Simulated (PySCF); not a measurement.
Species: C7H13B.
Numbering: `[CH2:1]=[C:2]([CH3:3])[C@@H:4]1[BH:5][CH2:6][CH2:7][CH2:8]1`

NICS is the negative of the GIAO shielding at a point without a nucleus: at the ring centre (0) and 1 Å above and below it (1); zz is the component along the ring normal. Level: GIAO KT2/pcSseg-1 (PySCF, non-relativistic, gas phase) on the PBE0-D3(BJ)/def2-SVP geometry, one conformer.

Ring bond lengths (Å): C4–B5 1.575, B5–C6 1.565, C6–C7 1.535, C7–C8 1.530, C8–C4 1.543.

Task: Give the NICS values of each ring in ppm.

Result: 
```
          ring                                             type  NICS(0)  NICS(1), two faces  NICS(1)zz, two faces  rms pucker (Å)  centre to ring atoms, mean (Å)
C4–B5–C6–C7–C8  5-membered ring with B; formal bonds all single     -1.1         -3.8 / -3.6           -4.3 / -3.6            0.17                            1.30
```

Task: What do they say, and how far can they be read as aromaticity?

Result: 
- C4–B5–C6–C7–C8: mean NICS(1)zz -4.0 ppm, shielded. C4, C6, C7, C8 have four or more neighbours; no verdict on aromaticity is drawn.

Task: At the second NICS(1) probe listed for ring C4–B5–C6–C7–C8, 1 Å off the ring, what do the in-plane components average?

Result: The isotropic value is a third of the trace: (3 × -3.6 − (-3.6))/2 = -3.6 ppm.

Task: What are the shieldings of the ring atoms and their hydrogens in the same run (means over atoms taken as equivalent)?

Result: 
```
  atoms                environment  σ isotropic (ppm)
     C4  sp3 carbon bound to boron              117.3
     B5     three-coordinate boron               13.5
     C6  sp3 carbon bound to boron              146.1
     C7            ring CH2 carbon              153.4
     C8            ring CH2 carbon              148.2
H on C4           methine hydrogen              29.63
H on B5               B–H hydrogen              23.51
H on C6         methylene hydrogen              30.55
H on C6         methylene hydrogen              28.91
H on C7         methylene hydrogen              29.77
H on C7         methylene hydrogen              29.01
H on C8         methylene hydrogen              29.23
H on C8         methylene hydrogen              29.56
```

Task: How do the values depend on the level or the medium?

Result: 
| level | NICS(0), C4–B5–C6–C7–C8 | mean NICS(1)zz, C4–B5–C6–C7–C8 |
| --- | --- | --- |
| KT2/pcSseg-1, gas | -1.1 | -4.0 |
| PBE0/pcSseg-1, gas | -1.0 | -3.5 |
| PBE0/pcSseg-1, IEF-PCM chloroform | -1.1 | -3.5 |
| PBE0/pcSseg-1, IEF-PCM cyclohexane | -1.0 | -3.5 |

The geometry is the same throughout; the continuum's cavity takes Bondi-type radii × 1.2.

On an Arm Neoverse N1 with one thread (shared host), this took 82 s of wall time and 0.77 GiB of memory at its peak. This is the whole shielding run at KT2/pcSseg-1, SCF included.
